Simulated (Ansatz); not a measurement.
Reaction (formal hydrolysis of the As–C bond): `OC[AsH2]` + H₂O → `O[AsH2]` + CH₃OH

Computed with Ansatz on PBE0-D4/def2-TZVP structures; ΔE is electronic, products minus reactants. CBS: MP2 limit from def2 TZ/QZ plus the TZ coupled-cluster correction, frozen cores. This one scheme is used for every species. DFT in def2-TZVPP. For As outer-core shells are correlated without core-valence functions, which leaves a few kJ/mol of doubt a bond. Scalar relativity is left out up to krypton. Each species was taken in one conformer, which may not be the lowest.

**Question.** Is it downhill or uphill in electronic energy at CCSD(T)/CBS, and by how much? (Estimate.)

**Answer.** Computed: Uphill: ΔE = +0.03 eV.

**Question.** What do these levels give: B2PLYP, PBE-QIDH, BLYP, BHLYP, HF/def2-SVP, MP2/def2-SVP? (An estimate is asked.)

**Answer.** Computed: B2PLYP -0.08, PBE-QIDH 0.01, BLYP -0.13, BHLYP -0.13, HF/def2-SVP -0.14, MP2/def2-SVP -0.01 eV.

Largest T1 diagnostic among the species: 0.012.

In def2-TZVPP, CCSD(T) changes the Hartree–Fock value by +0.21 eV (the triples alone add +0.02 eV) and MP2 by +0.23 eV. At CCSD(T), def2-SVP lies −0.06 eV from the extrapolated value and def2-TZVPP −0.03 eV. Leaving LDA and LC-ωPBE aside and taking each functional with its dispersion term where it has one, the values, not all of them listed here, spread over 0.15 eV, from B97M-V to revPBE-D4. LDA lies +0.10 eV from PBE without D4.
